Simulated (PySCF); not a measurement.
Run record: geometry optimisation, `N#C[SiH2][TeH]`.

Method: PBE0-D3(BJ)/def2-SVP geometry optimisation, gas phase, def2 core potentials past Kr (PySCF 2.14.0). Start geometry: GFN2-xTB. A driver script takes a list of jobs; this job's settings line and coordinates (Å) are shown.

Input:
```
{"job": {"xc": "PBE0", "basis": "def2-SVP", "d3": "d3bj", "grid": 1, "maxiter": 30, "shake": 0.01, "kind": "geom"}, "charge": 0, "multiplicity": 1}
N     -0.498610     2.510610    -0.165020
C     -0.561920     1.388910    -0.097230
Si    -0.566270    -0.470790    -0.000730
Te     1.714350    -1.331760    -0.670500
H     -1.529030    -0.938610    -0.975740
H     -0.954150    -0.764970     1.377350
H      2.429580    -0.422490     0.481950
```

Question: Give the output.

Answer: 
```
step   0  E = -651.78258169  max force = 0.094859
step   1  E = -651.78668331  max force = 0.010204
step   2  E = -651.78714383  max force = 0.002469
step   3  E = -651.78731453  max force = 0.002522
step   4  E = -651.78735935  max force = 0.001425
step   5  E = -651.78739733  max force = 0.000621
step   6  E = -651.78740857  max force = 0.000908
step   7  E = -651.78741213  max force = 0.000430
optimisation converged
```

Energies in Eh; «max force» is the largest Cartesian gradient component in Eh/bohr.

Question: How much energy does the optimisation release, in kcal/mol?

Answer: E(step 0) − E(last step) = 0.004830 Eh, which is 3.0 kcal/mol.

Question: Give the first gradient maximum in eV/Å.

Answer: With 1 Eh/bohr = 51.422 eV/Å, 4.878 eV/Å.

Summary of the converged run: final energy -651.78741 Eh after 7 steps; dipole 3.20 D.

Hardware: AMD EPYC 7R13, one thread, no GPU, on a shared host. Cost: 23 s wall, 0.38 GiB resident at most.
Labels such as C1 count atoms from 1, the log's own numbers from 0.
